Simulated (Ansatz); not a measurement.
HFOSi, SMILES `O[Si]F` (lower singlet; H–O–Si–F torsion 0°) (charge 0, multiplicity 1). This singlet lies 3.05 eV below the relaxed triplet at the level composite: frozen-core CCSD(T) with HF/cc-pVQZ and the correlation energy extrapolated as X^-3 from cc-pVTZ and cc-pVQZ, plus CCSDT(Q) minus CCSD(T) in cc-pVDZ // PBE0-D3(BJ)/def2-TZVP (Ansatz, a program for electronic structure).

Cartesian coordinates (Å):
```xyz
4

O     -0.9302     0.3259     0.0272
Si     0.6224     0.8455     0.0294
F      1.4331    -0.5550    -0.0443
H     -1.1253    -0.6164    -0.0124
```
Charge 0, spin multiplicity 1.

Frozen-core energies in cc-pVTZ from Ansatz at a geometry from PBE0-D3(BJ)/def2-TZVP; the HF reference has <S^2> = 0.00 and the T1 diagnostic is 0.014.

```csv
level,energy (Ha)
HF,-463.98432
MP2,-464.57705
CCSD,-464.58720
CCSD(T),-464.60780
```

### Question
Estimate the energies of CCSDT and CCSDT(Q), and give each level's difference from CCSDT(Q).

### Answer

```json
[
 {"level": "MP2", "energy (Ha)": "-464.57705", "difference from CCSDT(Q) (mHa)": "32.09"},
 {"level": "CCSD", "energy (Ha)": "-464.58720", "difference from CCSDT(Q) (mHa)": "21.94"},
 {"level": "CCSD(T)", "energy (Ha)": "-464.60780", "difference from CCSDT(Q) (mHa)": "1.33"},
 {"level": "CCSDT", "energy (Ha)": "-464.60808", "difference from CCSDT(Q) (mHa)": "1.06"},
 {"level": "CCSDT(Q)", "energy (Ha)": "-464.60914", "difference from CCSDT(Q) (mHa)": "0.00"}
]
```
